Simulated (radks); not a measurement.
Results of a calculation; reference values are marked as such.
Initial-state core-level shifts of neutral lutetium when its valence configuration changes from [Xe] 4f14 5d1 6s2. Code: a radial shooting solver on a logarithmic mesh with Libxc functionals. Model: Dirac Kohn-Sham, PBEsol, spin-unpolarised, spherical densities, point nucleus; open shells fill j = l - 1/2 first. Shifts are changes of the shell-averaged eigenvalues in eV (positive: less bound).

valence                    1s       3p       4d       5s
4f14 5d1 6p2           -2.451   -2.411   -2.424   -2.460
4f14 5d1 6s1 6p1       -1.265   -1.244   -1.250   -1.268
4f14 5d1 6s1.5 6p0.5   -0.643   -0.633   -0.636   -0.645
4f14 5d2 6s1           +0.986   +1.034   +1.066   +1.129
4f13 5d2 6s2           -7.221   -8.757   -7.931   -3.994
4f14 5d3               +1.493   +1.588   +1.646   +1.767
4f12 5d1 6s2 6p2      -22.461  -25.969  -23.972  -15.160
4f12 5d3 6s2          -15.099  -18.480  -16.457   -7.852
4f13 5d1 6s1 6p2      -11.692  -13.264  -12.473   -8.527
